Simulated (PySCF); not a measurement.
Match each property card to its molecule.

Structures:
1. `C=N[SiH2]C(=C)OC`
2. `FCOC1=CC[C@H]1F`
3. `C=C(C[SiH3])O[SiH3]`
4. `COc1ccccc1CO`

Card P (geometry GFN2-xTB):
- Rotational constants A, B, C: 3.653, 1.317, 1.047 GHz
- Static isotropic polarisability (wB97X-D/def2-SVPD): 92.9 au
- Point group: C1
- Lowest triplet excitation (Tamm–Dancoff) (TDA wB97X-D/def2-SVPD): 4.52 eV
- HOMO energy (wB97X-D/def2-SVPD): -8.66 eV

Card Q (geometry GFN2-xTB):
* Rotational constants A, B, C: 3.446, 1.541, 1.258 GHz
* Static isotropic polarisability (CAM-B3LYP/def2-SVPD): 63.0 au
* HOMO energy (CAM-B3LYP/def2-SVPD): -8.53 eV
* 13C chemical shifts (computed TMS as zero) by class (GIAO PBE0/pcSseg-1): 158.9 (1 C), 114.2 (1 C), 103.1 (1 C), 92.9 (1 C), 33.0 (1 C) ppm
* Lowest triplet excitation (Tamm–Dancoff) (TDA CAM-B3LYP/def2-SVPD): 4.18 eV

Card R (geometry PBE0-D3(BJ)/def2-SVP):
* Rotational constants A, B, C: 1.744, 1.337, 0.788 GHz
* Static isotropic polarisability (CAM-B3LYP/def2-SVPD): 102.3 au
* 13C chemical shifts (computed TMS as zero) by class (GIAO B3LYP/pcSseg-1): 164.8 (1 C), 137.9 (1 C), 134.4 (1 C), 134.1 (1 C), 126.2 (1 C), 112.1 (1 C), 68.8 (1 C), 54.7 (1 C) ppm
* Point group: C1
* Isotropic shieldings of nuclei other than C and H, by class (GIAO B3LYP/pcSseg-1): 234 (1 O), 300 (1 O) ppm
* Dipole moment (CAM-B3LYP/def2-SVPD): 3.16 D
* Lowest singlet excitation (TDDFT CAM-B3LYP/def2-SVPD): 5.22 eV (238 nm, f = 0.030)

Card S (geometry GFN2-xTB):
- Rotational constants A, B, C: 4.361, 1.117, 1.086 GHz
- Static isotropic polarisability (CAM-B3LYP/def2-SVPD): 87.6 au
- Dipole moment (CAM-B3LYP/def2-SVPD): 1.30 D
- Lowest triplet excitation (Tamm–Dancoff) (TDA CAM-B3LYP/def2-SVPD): 3.41 eV
- Isotropic shieldings of nuclei other than C and H, by class (GIAO PBE0/pcSseg-1): -157 (1 N), 206 (1 O), 389 (1 Si) ppm
- HOMO energy (CAM-B3LYP/def2-SVPD): -8.07 eV
- 13C chemical shifts (computed TMS as zero) by class (GIAO PBE0/pcSseg-1): 172.6 (1 C), 170.4 (1 C), 100.4 (1 C), 55.6 (1 C) ppm

Each SMILES stands for a single optimised conformer of the isolated species, non-relativistic unless stated. Electronic properties by PySCF. NMR classes are plain means over equivalent atoms (diastereotopic ones count apart unless rotation or inversion swaps them), as if these changed places fast.

Task: Which card belongs to which structure?

Result: P = 3, Q = 2, R = 4, S = 1. What ties each card to its structure:
- 1 (card S), C4H9NOSi, monoisotopic mass 115.0 u, 7 heavy atoms: 4 C in 4 classes; the least shielded carbon (172.6 ppm) is a vinylic carbon bearing oxygen; an asymmetric top with C = 1.086 GHz; polarisability 87.6 au for 62 electrons; dipole 1.30 D.
- 2 (card Q), C5H6F2O, monoisotopic mass 120.0 u, 8 heavy atoms: 5 C in 5 classes; the least shielded carbon (158.9 ppm) is a vinylic carbon bearing oxygen; an asymmetric top with C = 1.258 GHz, the highest such constant on the cards; polarisability 63.0 au for 62 electrons.
- 3 (card P), C3H10OSi2, monoisotopic mass 118.0 u, 6 heavy atoms: an asymmetric top with C = 1.047 GHz; polarisability 92.9 au for 64 electrons.
- 4 (card R), C8H10O2, monoisotopic mass 138.1 u, 10 heavy atoms: 8 C in 8 classes; the least shielded carbon (164.8 ppm) is an aromatic carbon bearing oxygen; an asymmetric top with C = 0.788 GHz, the lowest such constant on the cards; polarisability 102.3 au for 74 electrons; dipole 3.16 D.
